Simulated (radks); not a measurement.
Question: The mean radii <r> (bohr) of the occupied orbitals of an atom or ion are listed with their occupations. Method: Dirac Kohn-Sham, PBE, spin-unpolarised, spherical densities, point nucleus; computed with a radial shooting solver on a logarithmic mesh with Libxc functionals.

| orbital | occ. | <r> |
|---|---|---|
| 1s1/2 | 2 | 0.05031 |
| 2s1/2 | 2 | 0.2244 |
| 2p1/2 | 2 | 0.1945 |
| 2p3/2 | 4 | 0.1978 |
| 3s1/2 | 2 | 0.5911 |
| 3p1/2 | 1.33333 | 0.5823 |
| 3p3/2 | 2.66667 | 0.5880 |

Name the element and its charge. Open shells, if any, are shared by 2j + 1.

Answer: Z = 30, zinc, charge +14: Zn14+ in [Ne] 3s2 3p4. The 1s radius gives Z: for a bare nucleus <r> = (2 gamma + 1)/(2Z) with gamma = sqrt(1 - (Z/c)^2), 0.04919 bohr for Z = 30, and screening makes it slightly larger (0.05031 here). The occupations add up to 16, and the charge is Z minus that.
